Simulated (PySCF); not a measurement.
C6H11S: g tensor and hyperfine couplings

C6H11S (doublet state).
Structure used (GFN2-xTB), in Å, numbered top down from 1:
```xyz
18
C6H11S angstrom
C     -1.9600   -1.4004   -0.4449
C     -1.1521   -0.3046   -0.3025
C     -1.4621    0.7014    0.7747
C     -0.0782   -0.1023   -1.1658
C      0.9036    0.9791   -1.0823
S      2.5678    0.2911   -0.5969
C      2.1721   -0.3236    1.0621
H     -1.7715   -2.1377   -1.2048
H     -2.8103   -1.5605    0.1924
H     -1.6154    1.6890    0.3424
H     -2.3643    0.4169    1.3092
H     -0.6474    0.7670    1.4936
H      0.1067   -0.8446   -1.9292
H      1.1121    1.4235   -2.0560
H      0.6576    1.7542   -0.3604
H      3.0470   -0.8629    1.4092
H      1.9666    0.5143    1.7236
H      1.3189   -0.9936    1.0040
```

The hyperfine couplings belong to this conformer and change with its torsions.

As a line formula: `S(C)C[CH]C(=C)C` [radical].

Method used: PySCF 2.14.0, UKS B3LYP, pcH-1 on C H S, non-relativistic, mean-field spin-orbit, GIAO. Geometry: GFN2-xTB, one conformer, isolated molecule. A GFN2-xTB geometry isn't a minimum of the functional, and hyperfine couplings can be far from their values at a DFT geometry. Stability of the SCF solution: not tested. ⟨S²⟩ is 0.775 where a pure state has 0.75.

* g1, g2, g3: 2.00186, 2.00248, 2.00323
* g_iso: 2.00252
* Form of g: rhombic: the two nearest values differ by 45 % of g3 − g1
* ⟨S²⟩: 0.7752 (exact 0.7500)
* α and β electrons: 32, 31
* Total energy: -633.42444 Eh

Isotropic coupling and dipolar principal values T1 to T3, in mT (MHz turned into mT with g_iso):

```csv
atom,isotope,a_iso,of which spin–orbit,T1,T2,T3,Mulliken spin population
C1,13C,1.79,0.00,-1.71,-1.64,3.35,0.63
C2,13C,-1.67,0.00,-0.99,0.41,0.57,-0.25
C3,13C,0.19,0.00,-0.03,0.00,0.04,0.02
C4,13C,2.01,0.00,-1.86,-1.83,3.69,0.65
C5,13C,-0.82,0.00,-0.10,0.01,0.10,-0.06
S6,33S,0.55,0.00,-0.40,-0.35,0.75,0.08
C7,13C,0.04,0.00,-0.02,-0.01,0.02,0.00
H8,1H,-1.31,0.00,-0.70,-0.06,0.76,-0.03
H9,1H,-1.39,0.00,-0.84,0.00,0.84,-0.03
H10,1H,-0.54,0.00,-0.07,-0.04,0.11,-0.01
H11,1H,-0.07,0.00,-0.07,-0.06,0.13,0.00
H12,1H,-0.58,0.00,-0.07,-0.03,0.10,-0.01
H13,1H,-1.40,0.00,-0.75,-0.09,0.84,-0.03
H14,1H,1.99,0.00,-0.13,-0.09,0.21,0.02
H15,1H,0.08,0.00,-0.12,-0.08,0.20,0.00
H16,1H,0.04,0.00,-0.05,-0.01,0.06,0.00
H17,1H,-0.01,0.00,-0.05,-0.02,0.07,0.00
H18,1H,0.04,0.00,-0.12,-0.06,0.18,0.00
```

The Mulliken spin populations are largest on C4 (+0.65), C1 (+0.63), C2 (-0.25) and S6 (+0.08). The positive populations add up to 1.41 and the negative ones to -0.41, together 2S = 1. The angles at C4 add up to 359.8°, so it is planar; its axial dipolar tensor and the negative coupling of its proton fit spin in a p orbital normal to that plane.

Under fast tumbling the dipolar parts average out, and these isotropic splittings remain: 1 × 1H (H13, I = 1/2, 2 lines) with 1.40 mT, 1 × 1H (H9, I = 1/2, 2 lines) with 1.39 mT, 1 × 1H (H8, I = 1/2, 2 lines) with 1.31 mT, 2 × 1H (H14/H15, I = 1/2, 3 lines) with 1.04 mT and 3 × 1H (H10/H11/H12, I = 1/2, 4 lines) with 0.40 mT.

Means are taken over nuclei equivalent by connectivity, which assumes that they swap fast. The three 1H nuclei of mean -11.2 MHz run from -16.4 to -2.1 MHz in the frozen geometry. The 1H value of +29.0 MHz is a mean of couplings from 2.3 to 55.8 MHz in this one geometry, not an average over conformers.

The 13C coupling of C4 (56.3 MHz) shows only in satellite lines or after enrichment, since that isotope makes up about 1.07 % of natural carbon.

The 33S coupling of S6 (15.4 MHz) shows only in satellite lines or after enrichment, since that isotope makes up about 0.76 % of natural sulfur.

Hardware: an Arm Neoverse V1 with one thread, on a shared host. Cost: 98 s wall (grids of density and orbitals included), 1.1 GiB resident at most.
